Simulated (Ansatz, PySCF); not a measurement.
ClFH₅NSi₂, SMILES N[Si@H]([SiH2]F)Cl. Atoms are numbered in the order given.

```xyz
10

N     -1.5235    -1.3287    -0.3342
Si    -0.6741     0.1617    -0.3481
Cl    -0.8588     1.3316     1.4017
Si     1.6346    -0.1878    -0.3551
F      2.1172    -1.0241    -1.6737
H     -1.2451    -2.0831     0.2863
H     -2.5237    -1.3550    -0.5120
H     -1.2361     0.9776    -1.4573
H      2.3599     1.1144    -0.3368
H      2.0032    -0.9806     0.8563
```

Coordinates come from a r2SCAN-D4/def2-SVP optimisation. The structure was generated by enumeration; whether it is a known compound was not checked. Other conformers were not sampled.

Two levels are set side by side: PBE-D3(BJ)/def2-SVP (Ansatz, a program for electronic structure) and r2SCAN-D4/def2-SVP (Ansatz). Each level has its own optimised geometry; the coordinates shown are those of the second. Frequencies come from the Hessian of PySCF at each geometry. Differences are taken from unrounded values.

```json
[
 {"quantity": "mean bond length (Å)", "r2SCAN-D4": "1.589"},
 {"quantity": "bond N1–Si2 (Å)", "r2SCAN-D4": "1.715"},
 {"quantity": "bond Si2–Cl3 (Å)", "r2SCAN-D4": "2.113"},
 {"quantity": "bond Si2–Si4 (Å)", "r2SCAN-D4": "2.335"},
 {"quantity": "bond Si4–F5 (Å)", "r2SCAN-D4": "1.634"},
 {"quantity": "bond N1–H6 (Å)", "r2SCAN-D4": "1.016"},
 {"quantity": "bond N1–H7 (Å)", "r2SCAN-D4": "1.016"},
 {"quantity": "bond Si2–H8 (Å)", "r2SCAN-D4": "1.487"},
 {"quantity": "bond Si4–H9 (Å)", "r2SCAN-D4": "1.491"},
 {"quantity": "bond Si4–H10 (Å)", "r2SCAN-D4": "1.494"},
 {"quantity": "highest harmonic wavenumber (cm⁻¹)", "r2SCAN-D4": "3672"},
 {"quantity": "mean harmonic wavenumber (cm⁻¹)", "r2SCAN-D4": "1045"},
 {"quantity": "zero-point energy (kcal/mol)", "r2SCAN-D4": "35.84"}
]
```

Task: What does PBE-D3(BJ) give, and how far is it from r2SCAN-D4? (Estimate from the structure and the level; the computed values follow.)

Result: 
| quantity | PBE-D3(BJ) | PBE-D3(BJ) minus r2SCAN-D4 |
|---|---|---|
| mean bond length (Å) | 1.599 | 0.010 |
| bond N1–Si2 (Å) | 1.728 | 0.013 |
| bond Si2–Cl3 (Å) | 2.122 | 0.009 |
| bond Si2–Si4 (Å) | 2.342 | 0.007 |
| bond Si4–F5 (Å) | 1.647 | 0.013 |
| bond N1–H6 (Å) | 1.023 | 0.007 |
| bond N1–H7 (Å) | 1.024 | 0.008 |
| bond Si2–H8 (Å) | 1.499 | 0.011 |
| bond Si4–H9 (Å) | 1.502 | 0.012 |
| bond Si4–H10 (Å) | 1.506 | 0.012 |
| highest harmonic wavenumber (cm⁻¹) | 3582 | -90 |
| mean harmonic wavenumber (cm⁻¹) | 1017 | -28 |
| zero-point energy (kcal/mol) | 34.90 | -0.95 |
